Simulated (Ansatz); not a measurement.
`[Cl][GeH2][S][GeH3]` + CH₃OH → `C[O][GeH2][Cl]` + `[SH][GeH3]` at 600 K and 1 bar (ligand exchange at a Ge–S bond).

Computed with Ansatz on PBE0-D4/def2-TZVP structures; ΔE is electronic, products minus reactants. CBS: MP2 limit from def2 TZ/QZ plus the TZ coupled-cluster correction, frozen cores. This one scheme is used for every species. For Ge outer-core shells are correlated without core-valence functions, which leaves a few kJ/mol of doubt a bond. Scalar relativity is left out up to krypton. One conformer a species, not always the lowest.

```json
{"species": "`[Cl][GeH2][S][GeH3]`", "CCSD(T)/CBS energy (Eh)": "-5012.86081", "H − E (kJ/mol)": "177.7", "S (J/(mol·K))": "483.3"}
{"species": "CH₃OH", "CCSD(T)/CBS energy (Eh)": "-115.61712", "H − E (kJ/mol)": "163.6", "S (J/(mol·K))": "277.3"}
{"species": "`C[O][GeH2][Cl]`", "CCSD(T)/CBS energy (Eh)": "-2652.16457", "H − E (kJ/mol)": "209.1", "S (J/(mol·K))": "431.7"}
{"species": "`[SH][GeH3]`", "CCSD(T)/CBS energy (Eh)": "-2476.30083", "H − E (kJ/mol)": "123.6", "S (J/(mol·K))": "342.5"}
```

H − E and S are ideal-gas, rigid-rotor, harmonic terms from PBE0-D4/def2-TZVP, for one conformer and one mirror image of each species. 1 Eh = 2625.50 kJ/mol, R = 8.31446 J/(mol·K).

By hand: ΔE, ΔH, ΔS and ΔG.

ΔE = (-2652.16457) + (-2476.30083) − (-5012.86081) − (-115.61712) = 0.01253 Eh = 32.9 kJ/mol. Δ(H − E) = 209.1 + 123.6 − 177.7 − 163.6 = -8.6, so ΔH = 24.3 kJ/mol. ΔS = 431.7 + 342.5 − 483.3 − 277.3 = 13.6 J/(mol·K). ΔG = 24.3 − 600 × (13.6)/1000 = 16.1 kJ/mol.

By hand: the equilibrium constant, and the temperature at which ΔG would vanish if ΔH and ΔS stayed fixed.

log₁₀ K = −ΔG/(RT ln 10) = -1.4. ΔG = 0 at ΔH/ΔS = 1787 K, though so small a ΔS makes that figure unsure.

TΔS isn't small against ΔH here. A doubt of 5 kJ/mol in ΔE shifts log₁₀ K by 0.4 here. Other conformers and mirror images would add mixing entropy, several J/(mol·K) or more a flexible species. Modes under 60 cm⁻¹, often nearly free rotors, make the harmonic entropy too high. These are equilibria of isolated gas molecules and say nothing of rates. Largest T1 diagnostic: 0.011 (customary marks: 0.02 for closed shells, 0.045 for open ones).
